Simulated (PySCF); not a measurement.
Compound: C7H8OS.
SMILES with atom numbers: `[CH3:1][S@:2](=[O:3])[c:4]1[cH:5][cH:6][cH:7][cH:8][cH:9]1` (hydrogens: H10, H11, H12 on C1; H13 on C5; H14 on C6; H15 on C7; H16 on C8; H17 on C9)

The same species was optimised twice, with GFN2-xTB and with PBE0-D3(BJ)/def2-SVP (PySCF), and the same property calculations (PySCF, gas phase) were run on both structures.

```tsv
coordinate	GFN2-xTB	PBE0-D3(BJ)/def2-SVP	change
S2=O3 (Å)	1.462	1.502	+0.040
C1–S2 (Å)	1.854	1.818	-0.036
S2–C4 (Å)	1.826	1.809	-0.017
C4–C5 (Å)	1.384	1.394	+0.010
C8–C9 (Å)	1.384	1.394	+0.010
C6–C7 (Å)	1.386	1.396	+0.010
C7–C8 (Å)	1.385	1.395	+0.010
C4–C9 (Å)	1.381	1.390	+0.009
C5–C6 (Å)	1.384	1.393	+0.009
C1–S2–C4 (°)	93.2	96.2	+3.0
S2–C4–C9 (°)	119.0	117.0	-2.0
S2–C4–C5 (°)	119.8	121.2	+1.4
O3–S2–C4 (°)	105.9	106.7	+0.8
C4–C9–C8 (°)	119.5	118.9	-0.6
C5–C4–C9 (°)	121.1	121.7	+0.6
C4–C5–C6 (°)	119.2	118.9	-0.3
C7–C8–C9 (°)	119.8	120.1	+0.3
C1–S2–C4–C5 (°)	-81	-79	+2
```

Rotational constants: A = 3130, B = 966.1, C = 834.9 MHz (GFN2-xTB) against A = 3120, B = 962.3, C = 820.3 MHz (PBE0-D3(BJ)/def2-SVP). Point groups within 0.08 Å: C1 and C1.

On the GFN2-xTB structure: HOMO (eV) -6.74 [PBE0/pcSseg-1]; LUMO (eV) -0.79 [PBE0/pcSseg-1]; dipole (D) 3.76 [PBE0/pcSseg-1]; GIAO shielding of C1 (ppm) 133.6 [PBE0/pcSseg-1]; GIAO shielding of S2 (ppm) 197.0 [PBE0/pcSseg-1]; GIAO shielding of O3 (ppm) 297.0 [PBE0/pcSseg-1]; GIAO shielding of C4 (ppm) 26.6 [PBE0/pcSseg-1]; GIAO shielding of C5/C9 (mean) (ppm) 58.9 [PBE0/pcSseg-1]; GIAO shielding of C6/C8 (mean) (ppm) 52.5 [PBE0/pcSseg-1]; GIAO shielding of C7 (ppm) 51.4 [PBE0/pcSseg-1].

Question: What do these properties become on the PBE0-D3(BJ)/def2-SVP structure?

Answer: 
| property | level | on GFN2-xTB | on PBE0-D3(BJ)/def2-SVP | change |
| --- | --- | --- | --- | --- |
| HOMO (eV) | PBE0/pcSseg-1 | -6.74 | -6.67 | +0.07 |
| LUMO (eV) | PBE0/pcSseg-1 | -0.79 | -0.89 | -0.10 |
| dipole (D) | PBE0/pcSseg-1 | 3.76 | 3.98 | +0.22 |
| energy, GFN2-xTB geometry as zero (kcal/mol) | PBE0/pcSseg-1 | 0.0 | -2.3 | -2.3 |
| GIAO shielding of C1 (ppm) | PBE0/pcSseg-1 | 133.6 | 135.9 | +2.3 |
| GIAO shielding of S2 (ppm) | PBE0/pcSseg-1 | 197.0 | 206.0 | +9.0 |
| GIAO shielding of O3 (ppm) | PBE0/pcSseg-1 | 297.0 | 284.3 | -12.7 |
| GIAO shielding of C4 (ppm) | PBE0/pcSseg-1 | 26.6 | 28.8 | +2.2 |
| GIAO shielding of C5/C9 (mean) (ppm) | PBE0/pcSseg-1 | 58.9 | 55.7 | -3.2 |
| GIAO shielding of C6/C8 (mean) (ppm) | PBE0/pcSseg-1 | 52.5 | 50.0 | -2.5 |
| GIAO shielding of C7 (ppm) | PBE0/pcSseg-1 | 51.4 | 48.8 | -2.6 |

The heavy atoms differ by 0.050 Å rms after alignment. Among bonds between heavy atoms S2=O3 changes most (+0.040 Å). Changes are differences of the printed values. Neither structure is proved a minimum here.

The values belong to the conformer `[CH3:1][S@:2](=[O:3])[c:4]1[cH:5][cH:6][cH:7][cH:8][cH:9]1`: C1–S2–C4–C5 -79°.
